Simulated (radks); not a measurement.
Spherical quantum dot in the effective-mass picture: electrons in a hard-walled sphere of radius 1.44, with a point charge +2 (a donor) at the centre, all in effective atomic units (hartree* = m*/eps^2 hartree, bohr* = eps/m* bohr), one dielectric constant everywhere. Calculated with a radial shooting solver with Libxc functionals: non-relativistic Kohn-Sham, LDA (Slater exchange, Perdew-Wang correlation), spin-polarised, spherical densities. Levels are named by radial order and angular momentum (1s, 1p, 1d, 2s, ...), and open shells are averaged over m. Results are scaled to m* = 0.16 and eps = 4.6, for which hartree* = 205.8 meV and bohr* = 1.521 nm.

N = 22, configuration 1s2 1p6 1d10 2s2 1f(up 2, down 0). This is the lowest configuration that the search found. Occupied and some empty levels:

level    occupation  eigenvalue (meV)  <r> (nm)
1s up             1            4267.3     1.182
1s down           1            4278.3     1.178
1p up             3            4700.7     1.397
1p down           3            4715.1     1.396
1d up             5            5252.8     1.492
1d down           5            5268.6     1.491
2s up             1            5480.1    0.9956
2s down           1            5487.6    0.9987
1f up             2            5949.4     1.557
1f down           0            5965.9     1.557
2p up             0            6677.9     1.138
2p down           0            6686.2     1.138
1g up             0            6784.3     1.608
1g down           0            6801.2     1.608
2d up             0            7830.6     1.242
2d down           0            7840.3     1.242

Energy (meV): total 65228.2, kinetic 33129, external -11597, Hartree 48590, exchange-correlation -4894.2.

Electron density:

r (nm)  n(r) (e/nm^3)
0.167           2.403
0.331           1.534
0.495          0.9998
0.659          0.7209
0.823          0.6386
0.987          0.6946
1.15           0.8162
1.31           0.9147
1.48           0.9032
1.64           0.7374
1.81           0.4506
1.97           0.1640
2.13          0.01049
